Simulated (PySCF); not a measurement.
1,1-dichlorobuta-1,3-diene (C4H4Cl2), SMILES C(Cl)(=CC=C)Cl.

Geometry optimised at B3LYP-D3(BJ)/def2-SVP. One conformer was computed; it need not be the lowest.

Two levels are set side by side: TDA-PBE/def2-SVPD (PySCF) and TDA-LC-ωPBE/def2-SVPD (PySCF). Vertical, same geometry. The lowest singlet is HOMO→LUMO+1 99 % with PBE and HOMO→LUMO 95 % with the other functional; states are paired by order. Differences are taken from unrounded values.

```csv
quantity,TDA-LC-ωPBE
lowest singlet excitation (eV),5.87
lowest triplet excitation (TDA) (eV),2.81
first bright state (f over 0.05) (eV),5.87
its oscillator strength,1.03
```

Task: What does TDA-PBE give, and how far is it from TDA-LC-ωPBE? (The exact figures need the calculation; the answer reports its results.)

Result: 
```json
[
 {"quantity": "lowest singlet excitation (eV)", "TDA-PBE": "4.89", "TDA-PBE minus TDA-LC-ωPBE": "-0.98"},
 {"quantity": "lowest triplet excitation (TDA) (eV)", "TDA-PBE": "2.84", "TDA-PBE minus TDA-LC-ωPBE": "0.02"},
 {"quantity": "first bright state (f over 0.05) (eV)", "TDA-PBE": "5.23", "TDA-PBE minus TDA-LC-ωPBE": "-0.64"},
 {"quantity": "its oscillator strength", "TDA-PBE": "0.72", "TDA-PBE minus TDA-LC-ωPBE": "-0.30"}
]
```

Functionals without exact exchange tend to place singlet excitations lower, as here. Differences between two approximate levels are no errors against the true value.

Rough cost on one machine, each run with all the roots and properties that it gave: TDA-LC-ωPBE against TDA-PBE about 4 times.
